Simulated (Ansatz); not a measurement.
Input file for Ansatz (a quantum-chemistry and plane-wave program): R-CCSD(T)/aug-cc-pV(T+d)Z on HF (SMILES F) with ghost functions. Files ending in .json are basis or fitting sets from the Basis Set Exchange.

Ansatz 0.2 input:
```yaml
crystal:
  periodic: [false, false, false]
  atoms:
    - {symbol: F, position_ang: [0.45494098, 0.38365637, 0.11229930]}
    - {symbol: H, position_ang: [0.33875157, -0.06119823, 0.92007403]}
basis:
  gaussian:
    orbitals: aug-cc-pV_T+d_Z.json
    ghost_atoms:
      - {symbol: Cl, position_ang: [-0.36555834, 0.49030713, 4.01704265]}
      - {symbol: Cl, position_ang: [0.04587924, -1.16416521, 2.94616492]}
magnetization: {spin_polarized: false}
correlation: {method: ccsd_t, electrons: outside_noble_gas}
scf: {lower_state_search: off}
```

The head of its log:

```
WARN ansatz: RAYON_NUM_THREADS=1 ignored (pool sized by the plan → 1); use --threads N
Functional definition: HF
these checks for a lower state are left out or cut short: stability, starts, cluster_reference, orbital_swaps, neighbouring_geometries, increment
integrals: 0.59 GiB planned
1056 factors; integrals over basis functions are off by at most 1.3e-3 eV
mean field: 0.32 GiB planned
mean field evaluation 1: about -2721.8096 eV, gradient 2.5e1 eV
mean field evaluation 2: about -2721.8096 eV, gradient 2.5e1 eV
mean field evaluation 4: about -2722.7776 eV, gradient 1.2e0 eV
mean field evaluation 8: about -2722.7824 eV, gradient 5.5e-5 eV
mean field -2722.78235700 eV, -100.0604060516 hartree, gradient 2.0e-6 eV, S^2 0.000000; 0 other end points of the search recorded, 0 dependent functions left out
1 core orbitals not correlated
reference -2722.78235700 eV, -100.0604060516 hartree; 4, 4 occupied and 174, 174 virtual orbitals, 1056 factors
```

Task: Predict the final total energy.

Result: -100.3498 hartree (reference determinant -100.0604, T1 diagnostic 0.010).
